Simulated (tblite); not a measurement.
Species: C4H7F2N.
Numbering: `[CH2:1]=[CH:2][C@@H:3]([NH2:4])[CH:5]([F:6])[F:7]` (hydrogens: H8, H9 on C1; H10 on C2; H11 on C3; H12, H13 on N4; H14 on C5)

Geometry (GFN2-xTB, Å), atoms numbered from 1 in this order:
```xyz
14
C4H7F2N angstrom
C      2.2035    0.1503   -0.0491
C      1.0314   -0.3495    0.2886
C     -0.2596   -0.0054   -0.3985
N     -0.8951   -1.2008   -0.9120
C     -1.1654    0.7496    0.6000
F     -0.6051    1.9165    0.9924
F     -2.3459    1.0727    0.0087
H      3.1052   -0.1186    0.4729
H      2.3092    0.8499   -0.8607
H      0.9409   -1.0556    1.1034
H     -0.0698    0.6679   -1.2420
H     -1.7753   -0.9749   -1.3618
H     -1.0757   -1.8650   -0.1669
H     -1.3989    0.1622    1.5029
```

Method: GFN2-xTB as coded in tblite; computed harmonic values from a numerical Hessian at the method's own geometry, unscaled. The method is semi-empirical: single wavenumbers can be off by several per cent or more. One conformer, not necessarily the lowest.

Harmonic wavenumbers (cm⁻¹): 48.7, 59.8, 181.4, 266.8, 281.3, 288.7, 403.3, 424.6, 492.4, 548.9, 663.6, 899.9, 907.1, 921.1, 999.8, 1015.3, 1030.3, 1040.8, 1078.7, 1140.1, 1182.8, 1212.5, 1267.6, 1286.3, 1301.0, 1321.6, 1411.2, 1551.6, 1719.6, 2878.5, 2950.2, 3060.2, 3110.8, 3138.3, 3391.7, 3425.3.

A = 3705, B = 2056, C = 1431 MHz; mass 107.055 u (most abundant isotopes); point group C1, symmetry number 1.

**Question.** Zero-point energy?

**Answer.** ½Σν̃ = 23451 cm⁻¹ = 67.05 kcal/mol.

**Question.** Entropy at 298.15 K, 1 bar (ideal gas, RRHO, classical rotation)?

**Answer.** Translation 39.95, rotation 27.78, vibration 20.77: S = 88.5 cal/(mol K).

**Question.** And Cp and H(298.15 K) − H(0)?

**Answer.** Cp = 29.74 cal/(mol K), of which vibrations give 21.79 (their classical limit is 36 R = 71.5); H(298.15 K) − H(0) = 5.61 kcal/mol without the zero-point energy, 3.24 from vibrations.

**Question.** How do the functions run with temperature in this model?

**Answer.** 
```tsv
T (K)	S (cal/(mol K))	Cp (cal/(mol K))	H − H(0) (kcal/mol)	G − H(0) (kcal/mol)	ln q(vib)
150	72.2	19.0	2.01	-8.83	2.28
250	83.6	26.2	4.26	-16.63	4.11
400	98.3	37.0	9.01	-30.30	6.86
600	115.5	48.1	17.60	-51.72	10.50
900	137.1	58.3	33.68	-89.73	15.67
```

q(vib) and H(0) count from the zero-point level.

**Question.** Blend soft modes into free rotors: weight 1/[1 + (100 cm⁻¹/ν̃)⁴] for the oscillator and the rest for a rotor with moment μB/(μ + B), μ = h/(8π²ν), B = 10⁻⁴⁴ kg m². What vibrational entropy results?

**Answer.** 18.58 cal/(mol K) in place of 20.77, which changes −T·S at 298.15 K by +0.65 kcal/mol.

**Question.** Which modes carry the vibrational entropy at 298.15 K?

**Answer.** 48.7 cm⁻¹: 4.87; 59.8 cm⁻¹: 4.46; 181.4 cm⁻¹: 2.31; 266.8 cm⁻¹: 1.62; 281.3 cm⁻¹: 1.53; 288.7 cm⁻¹: 1.48 cal/(mol K); the other 30 give 4.50 together.

**Question.** What must be added to the electronic energy to get the Gibbs energy at 298.15 K and 1 bar?

**Answer.** ZPE + [H(298.15 K) − H(0)] − T·S = 67.05 + 5.61 − 26.39 = 46.27 kcal/mol.

Hindered rotation and anharmonicity are outside this model. Other conformers, if any are populated, would add a mixing term that is left out. The structure is chiral; the term R ln 2 for an equal mix with its mirror image is left out.
